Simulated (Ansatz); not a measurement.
Cost and result for the atomization energy of `[F][GeH2][GeH3]` (8 atoms, 7 bonds).

Total charge 0; spin multiplicity 1. Correlated methods include outer-core shells of Ge, which these sets cover unevenly. Scalar relativity is left out up to krypton. Geometry: relaxed with PBE0-D4/def2-TZVP. Program: Ansatz. All runs use 4 threads of an Arm Neoverse V2 on a shared host. Times are those of one run each, without the atoms' runs, and a repeat can differ threefold. Electronic energies, without spin–orbit coupling; frozen cores. CCSD(T)/CBS adds CCSD(T) − MP2 in def2-TZVPP to the MP2 limit, and its time is that of the two runs behind it. T1 = 0.012. With those shells the extrapolation isn't a true limit.

CCSD(T)/CBS is a level of theory with its own doubt, some kJ/mol a heavy atom from the limit and from the frozen cores, so smaller differences don't rank the functionals.

```
                             level  functions  wall time
            LDA (SPW92)/def2-TZVPP        197      0.7 s
              revPBE-D4/def2-TZVPP        197      1.1 s
                BLYP-D4/def2-TZVPP        197      1.2 s
   PBE-D4/def2-TZVPP (with forces)        197      1.4 s
           CAM-B3LYP-D4/def2-TZVPP        197      1.9 s
r2SCAN-D4/def2-TZVPP (with forces)        197      2.7 s
             r2SCANh-D4/def2-TZVPP        197      2.8 s
                  CCSD(T)/def2-SVP        103      3.8 s
                ωB97X-V/def2-TZVPP        197      4.8 s
                 B97M-V/def2-TZVPP        197        5 s
                    MP2/def2-QZVPP        385       11 s
                CCSD(T)/def2-TZVPP        197       62 s
                 CCSD(T)/CBS(def2)          –       73 s
```

**Question.** What atomization energy does each give, and how far from CCSD(T)/CBS? (Best estimate.)

**Answer.** The calculation gave: 
```
                             level  atomization (kJ/mol)  difference from CCSD(T)/CBS  per bond
            LDA (SPW92)/def2-TZVPP                2485.0                        270.3      38.6
              revPBE-D4/def2-TZVPP                2126.5                        -88.2     -12.6
                BLYP-D4/def2-TZVPP                2160.5                        -54.2      -7.7
   PBE-D4/def2-TZVPP (with forces)                2175.2                        -39.5      -5.6
           CAM-B3LYP-D4/def2-TZVPP                2199.8                        -14.9      -2.1
r2SCAN-D4/def2-TZVPP (with forces)                2202.4                        -12.3      -1.7
             r2SCANh-D4/def2-TZVPP                2188.9                        -25.8      -3.7
                  CCSD(T)/def2-SVP                2058.4                       -156.3     -22.3
                ωB97X-V/def2-TZVPP                2219.4                          4.7       0.7
                 B97M-V/def2-TZVPP                2233.0                         18.3       2.6
                    MP2/def2-QZVPP                2184.8                        -29.9      -4.3
                CCSD(T)/def2-TZVPP                2177.8                        -36.9      -5.3
                 CCSD(T)/CBS(def2)                2214.7                          0.0       0.0
```

The D4 term adds +21.4 kJ/mol with B3LYP and +11.2 kJ/mol with PBE0; it sums over pairs of atoms, weighted by their polarisabilities, and B3LYP, whose exchange is more repulsive, gets the larger term. In def2-TZVPP, CCSD(T) changes the Hartree–Fock value by +574.3 kJ/mol (the triples alone add +24.4 kJ/mol) and MP2 by +559.3 kJ/mol; breaking electron pairs costs correlation energy, which Hartree–Fock lacks. From BLYP to BHLYP (50 % exact exchange), in def2-TZVPP and without D4, the atomization energy moves by −10.0 kJ/mol: exact exchange takes away binding that semilocal exchange gives to molecules.

B3LYP here is the variant with VWN-RPA as its local correlation; programs differ in this.
